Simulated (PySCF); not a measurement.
NMR data simulated for an unnamed compound:

¹H NMR (300 MHz, computed): δ 7.69 (m, 1H), 7.44 (m, 1H), 6.69 (m, 1H).

¹³C{¹H} NMR (computed): δ 158.5 (C), 146.1 (CH), 145.8 (C), 118.1 (CH), 112.2 (CH).

Method: shielding tensors at KT3/pcSseg-2 (GIAO), structure optimised with PBE0-D3(BJ)/def2-TZVP, in PySCF 2.14 (non-relativistic Hamiltonian, isolated molecule, single conformer).

Scale: ¹H and ¹³C against TMS (reference shieldings calculated alike).

Which of these does the molecule contain: an ester, a carboxylic acid, a heteroaromatic ring, a vinyl group CH=CH2?

Results:


- An ester: no.
- A carboxylic acid: no.
- A heteroaromatic ring: yes.
- A vinyl group CH=CH2: no.

The data belong to SMILES O=C(Cl)c1ccco1, C₅H₃ClO₂; they needn't prove each group on their own.

Carbon signals by region: 5 in the sp2 and nitrile region (100–160 ppm).

Carbons that carry Cl, above all several Cl atoms, come out too deshielded, partly because spin–orbit coupling is missing. Shifts are as computed. Against solution values, carbons near 30 ppm lie about +3 ppm off and those near 130 ppm about -1 ppm; carbons on Cl a further +7 ppm. Of 1211 compounds with measured shifts, 218 miss one by over three times the rms of a fit or turn the order of signals round; such compounds aren't used in these exercises. No couplings were computed; multiplicities are counted from neighbouring protons, with m where these are inequivalent, close in shift, in a saturated or five-membered ring or joined by F or P, and br s for small geminal =CH2 splittings.
